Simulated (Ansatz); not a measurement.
## Nudged elastic band run: Al2ClH7Si2

Input file:

```yaml
crystal:
  periodic: [false, false, false]
  atoms:
    - { symbol: Al, position_ang: [-2.488097, 0.463352, 1.337841] }
    - { symbol: Si, position_ang: [-1.021611, -1.504908, 0.887179] }
    - { symbol: Al, position_ang: [0.491636, 0.033592, -0.288845] }
    - { symbol: Si, position_ang: [2.590037, 0.450719, -1.553913] }
    - { symbol: Cl, position_ang: [-0.727322, 1.91458, -0.002243] }
    - { symbol: H, position_ang: [-2.367908, 1.149997, 2.773726] }
    - { symbol: H, position_ang: [-3.769306, 0.65585, 0.405562] }
    - { symbol: H, position_ang: [-1.475846, -2.583826, -0.063284] }
    - { symbol: H, position_ang: [-0.282529, -2.178847, 2.015369] }
    - { symbol: H, position_ang: [2.816675, 1.909199, -1.8364] }
    - { symbol: H, position_ang: [2.545084, -0.288671, -2.864471] }
    - { symbol: H, position_ang: [3.766087, -0.076035, -0.776421] }
basis:
  gaussian: { orbitals: def2-SVP }
hamiltonian:
  xc: blyp
neb:
  order_check: false
  images: 7
  f_tol: 0.03
  max_iterations: 60
  final_atoms:
    - { symbol: Al, position_ang: [-2.52275707, 0.45046262, 1.25314981] }
    - { symbol: Si, position_ang: [-0.96416952, -1.4843848, 1.01504831] }
    - { symbol: Al, position_ang: [0.52300044, 0.01905219, -0.24333717] }
    - { symbol: Si, position_ang: [2.58466299, 0.44373606, -1.56367585] }
    - { symbol: Cl, position_ang: [-0.76488576, 1.87194983, -0.1023411] }
    - { symbol: H, position_ang: [-2.50415519, 1.23777388, 2.64124477] }
    - { symbol: H, position_ang: [-3.76033598, 0.51779015, 0.24842419] }
    - { symbol: H, position_ang: [-1.33117865, -2.66149027, 0.1471438] }
    - { symbol: H, position_ang: [-0.23451812, -2.02214617, 2.22005928] }
    - { symbol: H, position_ang: [3.1228105, 1.82888413, -1.33525559] }
    - { symbol: H, position_ang: [2.27289614, 0.29619858, -3.02967654] }
    - { symbol: H, position_ang: [3.65553023, -0.55282421, -1.2166839] }
  initial_path:
    images:
      - { positions_ang: [[-2.488097, 0.463352, 1.337841], [-1.021611, -1.504908, 0.887179], [0.491636, 0.033592, -0.288845], [2.590037, 0.450719, -1.553913], [-0.727322, 1.91458, -0.002243], [-2.367908, 1.149997, 2.773726], [-3.769306, 0.65585, 0.405562], [-1.475846, -2.583826, -0.063284], [-0.282529, -2.178847, 2.015369], [2.816675, 1.909199, -1.8364], [2.545084, -0.288671, -2.864471], [3.766087, -0.076035, -0.776421]] }
      - { positions_ang: [[-2.52360534, 0.32334741, 1.36562056], [-0.9494571, -1.38582495, 0.79743036], [0.51186643, 0.19347583, -0.32492321], [2.62544155, 0.37036893, -1.52580607], [-0.56117136, 2.12827601, -0.09233258], [-2.41468973, 1.13189139, 2.72285542], [-3.84903692, 0.37101517, 0.52751124], [-1.37201592, -2.43296345, -0.17663418], [-0.20491153, -2.05571947, 1.92020504], [2.93680063, 1.76789317, -1.85834311], [2.1643343, -0.28131175, -2.63089346], [3.71334501, -0.1854463, -0.69058999]] }
      - { positions_ang: [[-2.55911369, 0.18334283, 1.39340012], [-0.87730319, -1.2667419, 0.70768171], [0.53209686, 0.35335965, -0.36100142], [2.66084609, 0.29001886, -1.49769915], [-0.39502072, 2.34197203, -0.18242215], [-2.46147147, 1.11378578, 2.67198483], [-3.92876783, 0.08618035, 0.64946047], [-1.26818584, -2.28210089, -0.28998437], [-0.12729407, -1.93259194, 1.82504108], [3.05692626, 1.62658733, -1.88028623], [1.78358459, -0.2739525, -2.39731592], [3.66060301, -0.2948576, -0.60475898]] }
      - { positions_ang: [[-2.59462203, 0.04333824, 1.42117969], [-0.80514929, -1.14765885, 0.61793307], [0.55232729, 0.51324348, -0.39707963], [2.69625064, 0.20966879, -1.46959222], [-0.22887009, 2.55566804, -0.27251173], [-2.5082532, 1.09568017, 2.62111425], [-4.00849875, -0.19865448, 0.77140971], [-1.16435577, -2.13123834, -0.40333455], [-0.0496766, -1.80946441, 1.72987712], [3.17705189, 1.4852815, -1.90222934], [1.40283489, -0.26659325, -2.16373837], [3.60786102, -0.4042689, -0.51892798]] }
      - { positions_ang: [[-2.63013037, -0.09666634, 1.44895925], [-0.73299539, -1.02857579, 0.52818442], [0.57255772, 0.67312731, -0.43315784], [2.73165519, 0.12931872, -1.4414853], [-0.06271945, 2.76936405, -0.3626013], [-2.55503494, 1.07757456, 2.57024366], [-4.08822967, -0.4834893, 0.89335895], [-1.06052569, -1.98037579, -0.51668474], [0.02794086, -1.68633687, 1.63471316], [3.29717752, 1.34397566, -1.92417246], [1.02208519, -0.25923401, -1.93016083], [3.55511903, -0.5136802, -0.43309697]] }
      - { positions_ang: [[-2.60328705, 0.0401159, 1.40000689], [-0.79078892, -1.14252804, 0.64990039], [0.5601684, 0.50960853, -0.38570267], [2.69490714, 0.20792306, -1.47203294], [-0.23826103, 2.5450105, -0.29753625], [-2.542315, 1.11762439, 2.58799394], [-4.00625625, -0.23316944, 0.73212526], [-1.12818893, -2.15065441, -0.35072761], [-0.03767388, -1.7702892, 1.78104969], [3.25358576, 1.46520278, -1.77694324], [1.33478792, -0.12037586, -2.20503976], [3.58022183, -0.5234662, -0.6289937]] }
      - { positions_ang: [[-2.57644372, 0.17689814, 1.35105453], [-0.84858245, -1.2564803, 0.77161636], [0.54777908, 0.34608975, -0.3382475], [2.65815909, 0.28652739, -1.50258057], [-0.4138026, 2.32065694, -0.2324712], [-2.52959506, 1.15767422, 2.60574422], [-3.92428282, 0.01715042, 0.57089157], [-1.19585217, -2.32093303, -0.18477047], [-0.10328863, -1.85424152, 1.92738622], [3.20999401, 1.5864299, -1.62971402], [1.64749066, 0.01848229, -2.47991869], [3.60532463, -0.53325221, -0.82489043]] }
      - { positions_ang: [[-2.5496004, 0.31368038, 1.30210217], [-0.90637599, -1.37043255, 0.89333233], [0.53538976, 0.18257097, -0.29079234], [2.62141104, 0.36513173, -1.53312821], [-0.58934418, 2.09630339, -0.16740615], [-2.51687513, 1.19772405, 2.62349449], [-3.8423094, 0.26747029, 0.40965788], [-1.26351541, -2.49121165, -0.01881334], [-0.16890337, -1.93819385, 2.07372275], [3.16640225, 1.70765701, -1.48248481], [1.9601934, 0.15734043, -2.75479761], [3.63042743, -0.54303821, -1.02078717]] }
      - { positions_ang: [[-2.52275707, 0.45046262, 1.25314981], [-0.96416952, -1.4843848, 1.01504831], [0.52300044, 0.01905219, -0.24333717], [2.58466299, 0.44373606, -1.56367585], [-0.76488576, 1.87194983, -0.1023411], [-2.50415519, 1.23777388, 2.64124477], [-3.76033598, 0.51779015, 0.24842419], [-1.33117865, -2.66149027, 0.1471438], [-0.23451812, -2.02214617, 2.22005928], [3.1228105, 1.82888413, -1.33525559], [2.27289614, 0.29619858, -3.02967654], [3.65553023, -0.55282421, -1.2166839]] }
```

Command:

```bash
$ ansatz run input.yaml --threads 2 --pin off --max-ram 3072MiB --backend cpu --events-out ev --progress --plain --runs-dir out
```

Output, in part (warnings, iteration lines, the closing report on the highest movable image, with atoms numbered from 0):

```
NEB end point (image 0): max|allowed force component| = 1.708e-2 eV/Å (the criterion of neb.relax_end_points is 1.000e-2)
NEB end point (image 8): max|allowed force component| = 1.396e-2 eV/Å (the criterion of neb.relax_end_points is 1.000e-2)
WARN: NEB: the barrier is in doubt: the path turns back at the climbing image. Check it with more images (neb.images), a lower neb.f_tol or relaxed end points
NEB iter   1: max|band force component| = 2.720e0 eV/Å  barrier→ = 2.5592 eV  barrier← = 2.5619 eV  Δτ_max = 0.2000 Å  (240 SCF iters)
NEB iter   2: max|band force component| = 1.363e0 eV/Å  barrier→ = 1.3821 eV  barrier← = 1.3849 eV  Δτ_max = 0.2000 Å  (203 SCF iters)
NEB iter   3: max|band force component| = 8.729e-1 eV/Å  barrier→ = 0.8988 eV  barrier← = 0.9016 eV  Δτ_max = 0.2000 Å  (188 SCF iters)
NEB iter   4: max|band force component| = 8.549e-1 eV/Å  barrier→ = 0.4808 eV  barrier← = 0.4836 eV  Δτ_max = 0.2000 Å  (186 SCF iters)
NEB iter   5: max|band force component| = 2.414e-1 eV/Å  barrier→ = 0.3408 eV  barrier← = 0.3436 eV  CI = image 4  Δτ_max = 0.1999 Å  (188 SCF iters)
NEB iter   6: max|band force component| = 2.606e-1 eV/Å  barrier→ = 0.2640 eV  barrier← = 0.2667 eV  CI = image 4  Δτ_max = 0.1997 Å  (187 SCF iters)
NEB iter   7: max|band force component| = 2.248e-1 eV/Å  barrier→ = 0.2006 eV  barrier← = 0.2033 eV  CI = image 4  Δτ_max = 0.1991 Å  (190 SCF iters)
NEB iter   8: max|band force component| = 1.368e-1 eV/Å  barrier→ = 0.1532 eV  barrier← = 0.1560 eV  CI = image 4  Δτ_max = 0.1985 Å  (190 SCF iters)
NEB iter   9: max|band force component| = 8.679e-2 eV/Å  barrier→ = 0.1235 eV  barrier← = 0.1262 eV  CI = image 4  Δτ_max = 0.1682 Å  (194 SCF iters)
NEB iter  10: max|band force component| = 1.492e-1 eV/Å  barrier→ = 0.1153 eV  barrier← = 0.1181 eV  CI = image 4  Δτ_max = 0.0844 Å  (191 SCF iters)
NEB iter  11: max|band force component| = 5.402e-2 eV/Å  barrier→ = 0.1118 eV  barrier← = 0.1146 eV  CI = image 4  Δτ_max = 0.1209 Å  (194 SCF iters)
NEB iter  12: max|band force component| = 5.248e-2 eV/Å  barrier→ = 0.1099 eV  barrier← = 0.1127 eV  CI = image 4  Δτ_max = 0.0665 Å  (191 SCF iters)
NEB iter  13: max|band force component| = 4.141e-2 eV/Å  barrier→ = 0.1083 eV  barrier← = 0.1111 eV  CI = image 4  Δτ_max = 0.0332 Å  (194 SCF iters)
NEB iter  14: max|band force component| = 3.435e-2 eV/Å  barrier→ = 0.1070 eV  barrier← = 0.1098 eV  CI = image 4  Δτ_max = 0.0332 Å  (193 SCF iters)
NEB iter  15: max|band force component| = 2.934e-2 eV/Å  barrier→ = 0.1059 eV  barrier← = 0.1087 eV  CI = image 4  Δτ_max = 0.0332 Å  (193 SCF iters)
NEB iter  16: max|band force component| = 1.246e-1 eV/Å  barrier→ = 0.1047 eV  barrier← = 0.1074 eV  CI = image 4  Δτ_max = 0.0332 Å  (28 SCF iters)
NEB iter  17: max|band force component| = 1.269e-1 eV/Å  barrier→ = 0.1033 eV  barrier← = 0.1061 eV  CI = image 4  Δτ_max = 0.0665 Å  (194 SCF iters)
NEB iter  18: max|band force component| = 7.180e-2 eV/Å  barrier→ = 0.1011 eV  barrier← = 0.1039 eV  CI = image 4  Δτ_max = 0.1204 Å  (189 SCF iters)
NEB iter  19: max|band force component| = 7.998e-2 eV/Å  barrier→ = 0.0990 eV  barrier← = 0.1017 eV  CI = image 4  Δτ_max = 0.0606 Å  (188 SCF iters)
NEB iter  20: max|band force component| = 6.035e-2 eV/Å  barrier→ = 0.0962 eV  barrier← = 0.0990 eV  CI = image 4  Δτ_max = 0.0603 Å  (188 SCF iters)
NEB iter  21: max|band force component| = 5.993e-2 eV/Å  barrier→ = 0.0924 eV  barrier← = 0.0952 eV  CI = image 4  Δτ_max = 0.0604 Å  (189 SCF iters)
NEB iter  22: max|band force component| = 4.662e-2 eV/Å  barrier→ = 0.0890 eV  barrier← = 0.0917 eV  CI = image 4  Δτ_max = 0.0603 Å  (193 SCF iters)
NEB iter  23: max|band force component| = 1.020e-1 eV/Å  barrier→ = 0.0862 eV  barrier← = 0.0890 eV  CI = image 4  Δτ_max = 0.0302 Å  (192 SCF iters)
NEB iter  24: max|band force component| = 4.885e-2 eV/Å  barrier→ = 0.0828 eV  barrier← = 0.0855 eV  CI = image 4  Δτ_max = 0.0603 Å  (195 SCF iters)
NEB iter  25: max|band force component| = 5.345e-2 eV/Å  barrier→ = 0.0765 eV  barrier← = 0.0793 eV  CI = image 4  Δτ_max = 0.0602 Å  (191 SCF iters)
NEB iter  26: max|band force component| = 6.147e-2 eV/Å  barrier→ = 0.0710 eV  barrier← = 0.0737 eV  CI = image 4  Δτ_max = 0.0602 Å  (193 SCF iters)
NEB iter  27: max|band force component| = 6.839e-2 eV/Å  barrier→ = 0.0662 eV  barrier← = 0.0689 eV  CI = image 4  Δτ_max = 0.0301 Å  (188 SCF iters)
NEB iter  28: max|band force component| = 7.820e-2 eV/Å  barrier→ = 0.0619 eV  barrier← = 0.0647 eV  CI = image 4  Δτ_max = 0.0603 Å  (182 SCF iters)
NEB iter  29: max|band force component| = 9.843e-2 eV/Å  barrier→ = 0.0544 eV  barrier← = 0.0571 eV  CI = image 4  Δτ_max = 0.1204 Å  (181 SCF iters)
NEB iter  30: max|band force component| = 1.153e-1 eV/Å  barrier→ = 0.0371 eV  barrier← = 0.0399 eV  CI = image 4  Δτ_max = 0.0604 Å  (192 SCF iters)
NEB iter  31: max|band force component| = 1.654e-1 eV/Å  barrier→ = 0.0253 eV  barrier← = 0.0281 eV  CI = image 4  Δτ_max = 0.0302 Å  (191 SCF iters)
NEB iter  32: max|band force component| = 1.290e-1 eV/Å  barrier→ = 0.0189 eV  barrier← = 0.0217 eV  CI = image 4  Δτ_max = 0.0602 Å  (191 SCF iters)
NEB iter  33: max|band force component| = 1.151e-1 eV/Å  barrier→ = 0.0123 eV  barrier← = 0.0151 eV  CI = image 4  Δτ_max = 0.1204 Å  (193 SCF iters)
NEB iter  34: max|band force component| = 1.763e-1 eV/Å  barrier→ = 0.0086 eV  barrier← = 0.0113 eV  CI = image 4  Δτ_max = 0.0603 Å  (185 SCF iters)
NEB iter  35: max|band force component| = 8.932e-2 eV/Å  barrier→ = 0.0042 eV  barrier← = 0.0070 eV  CI = image 4  Δτ_max = 0.0601 Å  (192 SCF iters)
NEB iter  36: max|band force component| = 1.593e-1 eV/Å  barrier→ = 0.0016 eV  barrier← = 0.0044 eV  CI = image 2  Δτ_max = 0.0556 Å  (189 SCF iters)
NEB iter  37: max|band force component| = 1.180e-1 eV/Å  barrier→ = 0.0016 eV  barrier← = 0.0043 eV  CI = image 3  Δτ_max = 0.1200 Å  (194 SCF iters)
NEB iter  38: max|band force component| = 3.836e-1 eV/Å  barrier→ = 0.0030 eV  barrier← = 0.0058 eV  CI = image 4  Δτ_max = 0.1207 Å  (188 SCF iters)
NEB iter  39: max|band force component| = 5.102e-1 eV/Å  barrier→ = 0.0055 eV  barrier← = 0.0083 eV  CI = image 3  Δτ_max = 0.1586 Å  (183 SCF iters)
NEB iter  40: max|band force component| = 4.969e-1 eV/Å  barrier→ = 0.0080 eV  barrier← = 0.0107 eV  CI = image 4  Δτ_max = 0.1265 Å  (186 SCF iters)
NEB iter  41: max|band force component| = 7.924e-1 eV/Å  barrier→ = 0.0043 eV  barrier← = 0.0071 eV  CI = image 3  Δτ_max = 0.1855 Å  (187 SCF iters)
NEB iter  42: max|band force component| = 5.898e-1 eV/Å  barrier→ = 0.0055 eV  barrier← = 0.0083 eV  CI = image 4  Δτ_max = 0.1662 Å  (186 SCF iters)
NEB iter  43: max|band force component| = 5.207e-1 eV/Å  barrier→ = 0.0032 eV  barrier← = 0.0059 eV  CI = image 3  Δτ_max = 0.1173 Å  (189 SCF iters)
NEB iter  44: max|band force component| = 5.681e-2 eV/Å  barrier→ = 0.0026 eV  barrier← = 0.0053 eV  CI = image 3  Δτ_max = 0.1453 Å  (189 SCF iters)
NEB iter  45: max|band force component| = 7.087e-2 eV/Å  barrier→ = 0.0044 eV  barrier← = 0.0072 eV  CI = image 1  Δτ_max = 0.0477 Å  (177 SCF iters)
NEB iter  46: max|band force component| = 6.708e-2 eV/Å  barrier→ = 0.0023 eV  barrier← = 0.0051 eV  CI = image 3  Δτ_max = 0.0334 Å  (192 SCF iters)
NEB iter  47: max|band force component| = 1.489e-2 eV/Å  barrier→ = 0.0020 eV  barrier← = 0.0048 eV  CI = image 3  Δτ_max = 0.0000 Å  (353 SCF iters)
Total energy: -41573.14917715 eV, -1527.7850529676 hartree
Atom 0 at    -2.476808     0.485436     1.313210 Å, force    -0.001394    -0.004477     0.001188 eV/Å
Atom 1 at    -1.006567    -1.497471     0.940498 Å, force     0.000007     0.001605     0.005744 eV/Å
Atom 2 at     0.537337     0.026037    -0.213080 Å, force    -0.005318     0.007665     0.004577 eV/Å
Atom 3 at     2.525571     0.417901    -1.650143 Å, force     0.005742     0.000349    -0.004015 eV/Å
Atom 4 at    -0.515973     1.951312     0.333296 Å, force     0.003256    -0.005494    -0.010365 eV/Å
Atom 5 at    -2.580330     1.095569     2.783291 Å, force     0.002082     0.001877     0.005451 eV/Å
Atom 6 at    -3.590169     0.750793     0.199610 Å, force    -0.001744     0.001063     0.000484 eV/Å
Atom 7 at    -1.417184    -2.644284     0.054223 Å, force     0.000332    -0.001331    -0.004988 eV/Å
Atom 8 at    -0.276606    -2.079423     2.126307 Å, force    -0.002980    -0.001810    -0.001388 eV/Å
Atom 9 at     2.593906     1.827523    -2.167103 Å, force    -0.000957    -0.002572    -0.000704 eV/Å
Atom 10 at     2.505346    -0.525902    -2.822033 Å, force    -0.001022     0.002273     0.000516 eV/Å
Atom 11 at     3.778376     0.137512    -0.863976 Å, force     0.001995     0.000852     0.003500 eV/Å
Dipole moment:     0.436539    -0.139093    -0.220768 e Å
```

The run converged. The band force fell under the threshold earlier too, but the program's further tests of the path sent the band on. The top lies less than 8 meV above the higher end, about what the thresholds resolve: that end is a shoulder or a very shallow well. A vibrational analysis at the climbing image gives no mode beyond 40i cm⁻¹: the surface is too flat there to confirm a saddle point.

Final band:

```tsv
image	path coordinate (Å)	energy (kcal/mol)
0	0.00	0.0
1	0.41	0.0
2	0.82	0.0
3	1.23	0.0
4	1.61	0.0
5	1.99	0.0
6	2.37	0.0
7	2.75	0.0
8	3.13	-0.1
```

The run took 15 min on 2 threads of Arm Neoverse V1, with other jobs on the host, peak memory 0.2 GiB.
